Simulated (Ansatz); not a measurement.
A nudged elastic band was laid between two geometries of Cl₂H₂OSn (6 atoms, charge 0, multiplicity 1).

Level of theory: RKS CAM-B3LYP-D4/def2-SVP in Ansatz 0.2.0.

- movable images: 7
- climbing image: yes
- spring: 5.0 eV/Å²
- optimiser: quadratic models (default)
- start path: through a guess of the saddle point
- force threshold: 0.05 eV/Å
- iteration limit: 60
- end points: relaxed

Image 0:

```xyz
6
Properties=species:S:1:pos:R:3
Sn 0.071 -0.059 0.398
H 0.039 -0.088 2.088
Cl 2.234 0.175 -0.446
O -1.008 1.451 -0.219
H -1.060 1.538 -1.180
Cl -0.784 -2.015 -0.544
```

Image 8:

```xyz
6
Properties=species:S:1:pos:R:3
Sn 0.118 -1.044 0.982
H 0.099 1.518 0.134
Cl 2.125 0.070 0.158
O -0.739 1.102 0.414
H -1.193 0.864 -0.417
Cl -0.918 -1.509 -1.175
```

(1) Which bonds break or form, and what moves?

(2) What energy profile does the band end with?

(3) What is the geometry of the highest image?

Results:

(1) Bonds broken: Sn1–H2. Bonds formed: H2–O4.

(2) The run converged. The highest image is number 2 of 0 to 8, 44.6 kcal/mol above the first end and 72.9 kcal/mol above the last; the last end lies 28.3 kcal/mol below the first. Neighbouring images differ by up to 1.6 eV, so the band resolves the path poorly. A vibrational analysis at the climbing image gives one clearly imaginary mode, 1150i cm⁻¹: a first-order saddle point. The orbitals stay closed-shell, which can raise the energy where a bond breaks towards radicals; this wasn't checked here.

```json
{"image": "0", "path coordinate (Å)": "0.00", "energy (kcal/mol)": "0.0", "Sn1–H2 (Å)": "1.69", "H2–O4 (Å)": "2.96"}
{"image": "1", "path coordinate (Å)": "0.78", "energy (kcal/mol)": "10.4", "Sn1–H2 (Å)": "1.67", "H2–O4 (Å)": "3.18"}
{"image": "2", "path coordinate (Å)": "1.57", "energy (kcal/mol)": "44.6", "Sn1–H2 (Å)": "1.76", "H2–O4 (Å)": "3.31"}
{"image": "3", "path coordinate (Å)": "2.46", "energy (kcal/mol)": "7.9", "Sn1–H2 (Å)": "2.68", "H2–O4 (Å)": "3.82"}
{"image": "4", "path coordinate (Å)": "3.35", "energy (kcal/mol)": "4.4", "Sn1–H2 (Å)": "3.54", "H2–O4 (Å)": "4.14"}
{"image": "5", "path coordinate (Å)": "4.25", "energy (kcal/mol)": "3.6", "Sn1–H2 (Å)": "3.48", "H2–O4 (Å)": "3.36"}
{"image": "6", "path coordinate (Å)": "5.14", "energy (kcal/mol)": "0.1", "Sn1–H2 (Å)": "3.01", "H2–O4 (Å)": "2.33"}
{"image": "7", "path coordinate (Å)": "6.03", "energy (kcal/mol)": "-7.9", "Sn1–H2 (Å)": "2.47", "H2–O4 (Å)": "1.27"}
{"image": "8", "path coordinate (Å)": "6.92", "energy (kcal/mol)": "-28.3", "Sn1–H2 (Å)": "2.70", "H2–O4 (Å)": "0.98"}
```

(3) 
```xyz
6
Properties=species:S:1:pos:R:3
Sn -0.346 -0.063 0.550
H 0.980 -0.014 1.707
Cl 2.231 0.162 0.350
O -1.114 1.484 -0.376
H -1.345 1.307 -1.300
Cl -0.914 -1.875 -0.835
```

The run took 8.1 min on 2 threads of Arm Neoverse V1 (shared host), peak memory 0.23 GiB.
